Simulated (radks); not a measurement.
The numbers below are computed, except where a source is named.
Q: Radial electron density D(r) = 4 pi r^2 rho(r) of an atom or ion with 5 electrons. Code: a radial shooting solver on a logarithmic mesh with Libxc functionals. Model: non-relativistic Kohn-Sham, r2SCAN, spin-unpolarised, spherical densities, point nucleus; meta-GGA in the generalised Kohn-Sham scheme.

r (bohr)  D(r) (e/bohr)
0.01733           1.284
0.02169           1.858
0.02713           2.637
0.03421           3.693
0.0428            4.954
0.05355           6.394
0.06753           7.915
0.08449           9.145
0.1066            9.804
0.1333            9.517
0.1668            8.209
0.2103            6.066
0.2631            3.916
0.3292            2.466
0.4151            2.114
0.5194            2.533
0.6498            2.873
0.8195            2.504
1.025             1.619
1.283            0.8805
1.617            0.6386
2.024            0.6130
2.532            0.4482
3.193            0.1881
3.994           0.04272
4.997          0.004581
6.302         0.0001760

What is the nuclear charge?

A: Z = 9. The innermost maximum, from 1s, lies near 1/Z = 0.111 bohr (found: 0.112), and its height grows with Z. The density is that of the fluorine ion F4+ in [He] 2s2 3p1; the configuration itself is not fixed sharply by these data. D(r) has 2 maxima, at r = 0.112, 0.660 bohr, and minima at 0.399 bohr, inside which lie 2.09 electrons.
